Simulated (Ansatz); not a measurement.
The first iterations of a band of F₄H₄OW (10 atoms, charge 0, multiplicity 1).

Method: RKS B3LYP-D4/def2-SVP (Ansatz).

| Quantity | Value |
| --- | --- |
| movable images | 5 |
| climbing image | yes |
| spring | 5.0 eV/Å² |
| optimiser | quadratic models (default) |
| start path | through a guess of the saddle point |
| force threshold | 0.05 eV/Å |
| iteration limit | 60 |
| end points | relaxed |

Image 0:

```xyz
10
Properties=species:S:1:pos:R:3
W -0.152 -0.021 0.090
H -0.368 0.135 1.754
H 1.023 -0.843 0.992
F -0.607 1.757 -0.329
F -1.992 -0.322 0.306
F -0.246 -1.722 -0.671
F 1.296 0.254 -1.130
O 1.391 1.438 1.081
H 1.930 1.733 0.324
H 2.001 0.967 1.670
```

Image 6:

```xyz
10
Properties=species:S:1:pos:R:3
W 0.074 0.369 -0.420
H 0.763 -0.787 2.882
H 1.648 -0.118 -0.020
F -0.519 1.645 -1.652
F -1.460 0.563 0.633
F -0.189 -1.409 0.100
F 0.650 -0.425 -2.012
O 0.812 1.793 0.556
H 1.707 1.805 0.923
H 0.790 -0.058 3.097
```

| iteration | highest image above the first end (eV) | largest band force component (eV/Å) |
| --- | --- | --- |
| 1 | 8.612 | 41.651 |
| 2 | 4.496 | 7.210 |
| 3 | 2.379 | 3.777 |
| 4 | 1.664 | 2.167 |
| 5 | 1.382 | 1.425 |
| 6 | 1.164 | 0.510 |
| 7 | 1.424 | 0.689 |
| 8 | 1.576 | 1.014 |
| 9 | 1.553 | 1.306 |

Task: Does the band converge within its limit, and where does its top end?

Result: The run converged. It ended after 28 iterations with the highest image 1.265 eV above the first end. The profile has 2 maxima (images 1, 3) with wells between them (image 2): this band takes more than one step, which may be the mechanism or a detour left from its start path. Neighbouring images differ by up to 1.2 eV, so the band resolves the path poorly. A vibrational analysis at the climbing image gives one clearly imaginary mode, 1220i cm⁻¹: a first-order saddle point. The orbitals stay closed-shell, which can raise the energy where a bond breaks towards radicals; this wasn't checked here.

Time of the run: 6 min on 4 threads of Arm Neoverse V1, on a shared host, peak memory 0.32 GiB.
